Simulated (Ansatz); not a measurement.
Geometry optimisation, RKS CAM-B3LYP/6-31G* (Ansatz 0.2.0).

The input (input.yaml):

```yaml
crystal:
  periodic: [false, false, false]
  atoms:
    - { symbol: Si, position_ang: [0.0, 0.0, 0.0] }
    - { symbol: O, position_ang: [0.0, 0.0, 2.03] }
    - { symbol: H, position_ang: [-0.9095, -0.2814, 2.3671] }
    - { symbol: Cl, position_ang: [2.0086, 0.0, -0.7093] }
    - { symbol: H, position_ang: [-0.6877, 1.1914, -0.4862] }
    - { symbol: Si, position_ang: [-1.0456, -1.8115, -0.7393] }
    - { symbol: H, position_ang: [-1.7029, -2.4846, 0.3772] }
    - { symbol: H, position_ang: [-2.0454, -1.4265, -1.7311] }
    - { symbol: H, position_ang: [-0.0777, -2.7173, -1.3511] }
    - { symbol: H, position_ang: [0.9186, -1.3949, 0.555] }
    - { symbol: H, position_ang: [0.7199, -1.0931, 1.4744] }
basis:
  gaussian: { orbitals: "6-31G*" }
hamiltonian:
  xc: cam_b3lyp
relax:
  f_tol: 0.15
  max_steps: 25
  restrain:
    - { distance: [0, 9], at: 2.66, k: 30.0 }
    - { distance: [10, 1], at: 2.21, k: 30.0 }
    - { distance: [0, 1], at: 1.68, k: 30.0 }
    - { distance: [10, 9], at: 0.66, k: 30.0 }
output:
  orbitals: {}
```

Run as:

```bash
$ ansatz run input.yaml --threads 2 --pin off --max-ram 3072MiB --backend cpu --events-out ev --progress --plain --runs-dir out
```

Question: Where does it end, and by what steps?

Answer: The run converged. The restraints hold the end off the free minimum. After 7 steps the energy has fallen by 3.218 eV (the restraints' own energy left out); H10 moved furthest, 0.74 Å. Joined: H10–H11 (0.99 → 0.71 Å).

| step | energy less start (eV) | largest force component (eV/Å) | accepted |
| --- | --- | --- | --- |
| 0 | 0.0000 | 3.010 | yes |
| 1 | -1.0833 | 3.253 | yes |
| 2 | -1.8176 | 3.554 | yes |
| 3 | -2.5895 | 1.974 | yes |
| 4 | -3.1052 | 1.381 | yes |
| 5 | -3.1894 | 1.345 | yes |
| 6 | -3.2027 | 1.239 | yes |
| 7 | -3.2177 | 1.269 | yes |

```xyz
11
Properties=species:S:1:pos:R:3
Si -0.148 0.182 0.043
O -0.072 0.287 1.705
H -0.604 -0.331 2.219
Cl 1.779 0.404 -0.677
H -0.853 1.384 -0.458
Si -1.129 -1.784 -0.782
H -1.968 -2.374 0.298
H -2.012 -1.474 -1.935
H -0.112 -2.783 -1.188
H 1.210 -1.927 0.972
H 1.089 -1.601 1.589
```

Time of the run: 24 s on 2 threads of Arm Neoverse V2, with other jobs on the host, peak memory 0.21 GiB.
